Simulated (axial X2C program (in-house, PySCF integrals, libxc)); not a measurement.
Outer orbitals of LiSe⁺ at 2.580 Å, BLYP

All values were computed with an axial X2C code built on PySCF integrals. Spin-free means the one-electron spin-free X2C Hamiltonian; two-component (2c) means X2C with spin–orbit coupling and atomic mean-field two-electron Coulomb and Gaunt terms, so the difference of the two also holds small scalar two-electron terms. Basis: Se dyall-cv3z [8s9p6d4f1g], Li dyall-cv3z [7s8p2d] (cores contracted in-house); Gaussian nuclei, density fitting, unrestricted open shells. Masses: Se 79.917 u, Li 7.016 u.

The distance is close to the 2c PBE0 minimum; the highest filled and lowest empty levels are listed.

Spin-free orbitals, state M_S = 1, Λ = 0 (beyond evenly filled blocks: π+α, π-α) (Löwdin shares):

```
symmetry  occupied  ε (eV)             atomic character
      σα       yes  -23.42   87% Se s, 6% Li p, 4% Li d
      σβ       yes  -21.96   87% Se s, 6% Li p, 4% Li d
     π-α       yes  -12.66   95% Se p, 2% Li d, 2% Li p
     π+α       yes  -12.66   95% Se p, 2% Li d, 2% Li p
      σα       yes  -12.29   86% Se p, 6% Li p, 6% Li s
      σβ       yes  -11.76   84% Se p, 7% Li p, 6% Li s
     π-β        no  -10.91   93% Se p, 4% Li p, 3% Li d
     π+β        no  -10.91   93% Se p, 4% Li p, 3% Li d
      σα        no   -6.45   83% Li s, 8% Li p, 4% Se p
      σβ        no   -6.41  82% Li s, 10% Li p, 4% Se p
```

Spinors with spin–orbit coupling (state Ω = 1):

| ω | occupied | ε (eV) | atomic character | λ mixture |
| --- | --- | --- | --- | --- |
| 1/2 | yes | -23.40 | 87% Se s, 6% Li p, 4% Li d | 100% σ |
| -1/2 | yes | -21.97 | 87% Se s, 6% Li p, 4% Li d | 100% σ |
| -1/2 | yes | -12.80 | 95% Se p, 2% Li d, 2% Li p | 97% π, 3% σ |
| 3/2 | yes | -12.51 | 95% Se p, 3% Li d, 2% Li p | 100% π |
| 1/2 | yes | -12.31 | 86% Se p, 6% Li p, 5% Li s | 98% σ, 2% π |
| -1/2 | yes | -11.74 | 85% Se p, 7% Li p, 6% Li s | 97% σ, 3% π |
| 1/2 | no | -11.01 | 93% Se p, 4% Li p, 3% Li d | 98% π, 2% σ |
| -3/2 | no | -10.79 | 93% Se p, 4% Li p, 3% Li d | 100% π |
| 1/2 | no | -6.45 | 83% Li s, 9% Li p, 4% Se p | 100% σ |
| -1/2 | no | -6.42 | 82% Li s, 10% Li p, 4% Se p | 100% σ |

Task: How does the gap between the highest filled and lowest empty level change from the spin-free to the 2c table?

Result: From 0.85 to 0.73 eV at BLYP, a change of -0.12 eV.

Mulliken charges and populations of the two-component result (they depend on the basis, above all on diffuse functions):

Se 0.25 e (s 8.00 p 15.74 d 10.01), Li 0.75 e (s 2.11 p 0.12 d 0.02). ⟨Lz⟩ = 0.02 ħ and ⟨Sz⟩ = 0.98 ħ (0.98 and 0.01 on the two atoms), which add up to Ω.

Occupations by symmetry block were frozen at the best pattern of an incomplete PBE0 search. Density functionals use the spin component along the axis (collinear). With several unpaired electrons one determinant need not be a pure state. Open-shell Ω = 0 determinants with evenly filled partner blocks cannot be reached by this program, so the Ω shown need not be the lowest component. This is the Ω = 1 component of a π² triplet; the 0⁺ component is not one determinant and can lie lowest.
